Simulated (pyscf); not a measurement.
`[SiH2][O][SiH3]` [doublet] -> `[SiH2][O][SiH3]` [doublet] (hydrogen shift; doublet surface; H–Si broken, H–Si formed). Single points on ωB97X-D3(BJ)/def2-SVP structures (PySCF, gas phase). Correlated levels are frozen-core, on RHF or UHF. ΔMP2 is the change of the MP2 total energy from the triple- to the quadruple-zeta basis. Energies in kJ/mol from the reactant's lowest minimum found.

```tsv
level	barrier	reaction energy
ωB97X-D3(BJ)/def2-TZVP	111.0	0.0
r²SCAN/def2-TZVP	94.9	0.0
PBE0-D3(BJ)/def2-TZVP	96.4	0.0
HF/def2-TZVP	170.8	0.0
CCSD/def2-TZVPP	125.0	0.0
CCSD(T)/def2-TZVPP	___	0.0
CCSD(T)/def2-TZVPP + ΔMP2(QZVPP)	___	0.0
```

Question: Complete the blanks.

Answer: 
- CCSD(T)/def2-TZVPP, barrier: 117.6
- CCSD(T)/def2-TZVPP + ΔMP2(QZVPP), barrier: 115.9

Of the functionals in the table, ωB97X-D3(BJ) is closest to CCSD(T)/def2-TZVPP + ΔMP2(QZVPP) in the barrier (4.9 kJ/mol apart) and r²SCAN least close (21.1 kJ/mol); that level has limits of its own. At the saddle there is also a short Si–Si contact that neither side keeps. One saddle was located; it need not be the lowest between these sides. The CCSD(T) − MP2 part came from Ansatz, without density fitting, on the same reference.
